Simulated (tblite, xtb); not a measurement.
BiI3, triplet, geometry from GFN2-xTB (such geometries of metal compounds can be far from the true shape) (a higher spin typed on purpose: for a closed-shell molecule this is an excited state). Base run: GFN1-xTB (xtb).

The xtb input:
```
$ xtb mol.xyz --gfn 1 --uhf 2 --json

# file mol.xyz
4

Bi    -0.19221900    -0.15333299    -0.01028998
I      0.91037393    -2.89185738     0.04799698
I      2.00172748     1.59677686     0.10715770
I     -2.61107920     1.53520576    -0.13904017
```

Programs used: tblite, xtb; a row that names a program was run with it.

Variants of this job, named by their change:

```
change                                                      ΔE vs base (mEh)  dipole (D)  SCF cycles
----------------------------------------------------------  ----------------  ----------  ----------
base                                                                   0.000        1.23          12
program = tblite; method = gfn1; option = (--guess, eeq)               0.000           -           -
file = coord                                                           0.000        1.23          12
etemp = 3000                                                          -7.667        1.15          13
acc = 0.1                                                              0.000        1.23          12
program = tblite; method = gfn1; option = (--alpb, water)             -6.752           -           -
acc = 0.0001                                                           0.000        1.23          16
program = tblite; method = gfn1; option = --spin-polarized            -6.639           -           -
alpb = hexane                                                        -14.044        1.23          12
program = tblite; method = gfn1; option = (--etemp, 2000)             -2.413           -           -
acc = 1000                                                             0.000        1.23           8
```

ALPB and GBSA are two models with their own fitted parameters for each solvent, which aren't always the measured dielectric constant.
